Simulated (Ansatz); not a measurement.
This geometry of AlH$_{9}$N$_{2}$Si$_{2}$ (14 atoms, charge 0, multiplicity 1) is a first-order saddle point.

These are results of RKS PBE/6-31G (Ansatz 0.2.0), not measurements.

```xyz
14
Properties=species:S:1:pos:R:3
N -1.794 2.062 0.422
Al -0.405 1.084 1.024
N 0.305 -0.286 0.037
Si -0.339 -0.749 -1.578
Si 1.709 -1.209 0.702
H -2.271 1.934 -0.469
H -2.197 2.828 0.962
H 0.240 1.415 2.460
H -0.811 -2.193 -1.619
H 0.686 -0.575 -2.686
H -1.525 0.145 -1.890
H 1.375 -1.881 2.022
H 2.918 -0.320 0.936
H 2.098 -2.284 -0.294
```

**Question.** Which two structures does it join? (They come from a converged band through this point; their orientation in space is the band's.)

**Answer.** No bond is made or broken. The dihedral Al2–N3–Si5–H12 goes from -1 to 119°. The two ends are copies of one structure, up to a mirror image or an exchange of like atoms.

Initial state:

```xyz
14
Properties=species:S:1:pos:R:3
N -2.112 1.666 0.593
Al -0.689 0.732 1.191
N 0.337 -0.246 0.030
Si -0.016 -0.337 -1.735
Si 1.763 -1.164 0.645
H -2.429 1.714 -0.373
H -2.701 2.219 1.214
H -0.326 0.764 2.756
H -0.262 -1.769 -2.184
H 1.131 0.209 -2.568
H -1.258 0.480 -2.035
H 1.880 -0.934 2.137
H 3.048 -0.709 -0.028
H 1.621 -2.655 0.384
```

Final state:

```xyz
14
Properties=species:S:1:pos:R:3
N -1.702 2.132 0.365
Al -0.315 1.163 0.989
N 0.301 -0.287 0.052
Si -0.438 -0.820 -1.503
Si 1.701 -1.237 0.680
H -2.213 1.954 -0.498
H -2.069 2.943 0.863
H 0.379 1.582 2.375
H -0.923 -2.258 -1.426
H 0.549 -0.734 -2.657
H -1.623 0.071 -1.820
H 1.317 -2.683 0.946
H 2.171 -0.606 1.973
H 2.852 -1.249 -0.311
```

**Question.** How far does it lie above each of them?

**Answer.** 0.9 kcal/mol above the first and 0.9 kcal/mol above the second. This is the barrier of this one path; another mechanism may lie lower. Limits of this set-up: no polarisation functions.

Time of the run: 3 min on 1 thread of Arm Neoverse V1, with other jobs on the host, peak memory 0.14 GiB.
